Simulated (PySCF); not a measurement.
## A thermochemical cycle for SeCl

PBE in PySCF with x2c-SVPall on every atom, spin-free X2C, for the lowest determinant that a PBE0 search found; no spin–orbit coupling. SeCl, a doublet (π ↑), has De = 3.02 eV to neutral atoms, and SeCl⁺, a triplet (π ↑↑), has De = 3.53 eV to Se⁺ + Cl.

At the same level the Se atom ionises at 9.55 eV.

**Question.** What is the adiabatic ionisation energy of the molecule, and does ionisation strengthen or weaken the bond?

**Answer.** IE = IE(Se) + De(neutral) − De(ion) = 9.55 + 3.02 − 3.53 = 9.04 eV. De changes by +0.51 eV, so ionisation strengthens the bond.

Spin–orbit coupling is left out. For an ion De counts to the pair picked by the measured ionisation energies or electron affinities, which need not be the lowest pair at this level. States were picked by a PBE0 search and need not be the measured ground states.
